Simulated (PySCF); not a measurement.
Compound: TMS-CHF2, C4H10F2Si.
Bonds: C1–Si2, Si2–C3, Si2–C4, Si2–C5, C5–F6, C5–F7. Hydrogens: H8, H9, H10 on C1; H11, H12, H13 on C3; H14, H15, H16 on C4; H17 on C5.

Jobs on this species (17 atoms, 66 electrons) with PySCF (density fitting). Hardware of each: one thread, Arm Neoverse N1, on a shared host. The host was shared with other jobs, so the times are rough.

| level and settings | work | basis functions | SCF cycles | wall time |
| --- | --- | --- | --- | --- |
| PBE/pcSseg-1 | shieldings | 176 | ? | ? |
| KT2/pcSseg-1 | shieldings | 176 | ? | ? |
| B97-D/pcSseg-1 | shieldings | 176 | ? | ? |
| BP86/pcSseg-1 | shieldings | 176 | 14 | 48 s |
| PBE0-D3(BJ)/def2-SVP, grid level 1 | geometry optimisation from a GFN2-xTB start | 152 | 60 | 2.5 min |
| LC-wPBE/pcSseg-1 | shieldings | 176 | 12 | 56 s |
| mPW1PW91/pcSseg-1 | shieldings | 176 | 12 | 32 s |

Question: Fill in the missing figures.

Answer: 
- PBE/pcSseg-1; shieldings: 47 s, 14 SCF cycles
- KT2/pcSseg-1; shieldings: 48 s, 14 SCF cycles
- B97-D/pcSseg-1; shieldings: 47 s, 14 SCF cycles

Question: What do all jobs in the table cost together?

Answer: About 7.1 min; the longest takes about 35 % of that, and about 4.7 times as long as the shortest.
